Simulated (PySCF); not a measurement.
C₂H₆BF₂N, SMILES C(B(N)CF)F.

Coordinates come from a B3LYP-D3(BJ)/def2-SVP optimisation. The structure was generated by enumeration, and PubChem lists no compound with its InChIKey, so it may never have been made. The values are those of a single conformer.

Two levels are set side by side: TDDFT-PBE/def2-SVPD (PySCF) and TDDFT-M06-2X/def2-SVPD (PySCF). Vertical, same geometry. The lowest singlet is HOMO→LUMO+1 99 % with PBE and HOMO−1→LUMO+2 95 % with the other functional; states are paired by order. Differences are taken from unrounded values.

```json
[
 {"quantity": "lowest singlet excitation (eV)", "TDDFT-M06-2X": "7.63", "TDDFT-PBE": "6.58", "TDDFT-PBE minus TDDFT-M06-2X": "-1.06"},
 {"quantity": "lowest triplet excitation (TDA) (eV)", "TDDFT-M06-2X": "6.43", "TDDFT-PBE": "6.01", "TDDFT-PBE minus TDDFT-M06-2X": "-0.43"},
 {"quantity": "first bright state (f over 0.05) (eV)", "TDDFT-M06-2X": "8.45", "TDDFT-PBE": "7.66", "TDDFT-PBE minus TDDFT-M06-2X": "-0.79"},
 {"quantity": "its oscillator strength", "TDDFT-M06-2X": "0.26", "TDDFT-PBE": "0.15", "TDDFT-PBE minus TDDFT-M06-2X": "-0.11"}
]
```

Functionals without exact exchange tend to place singlet excitations lower, as here. Differences between two approximate levels are no errors against the true value.

Rough cost on one machine, each run with all the roots and properties that it gave: TDDFT-M06-2X against TDDFT-PBE about 10 times.
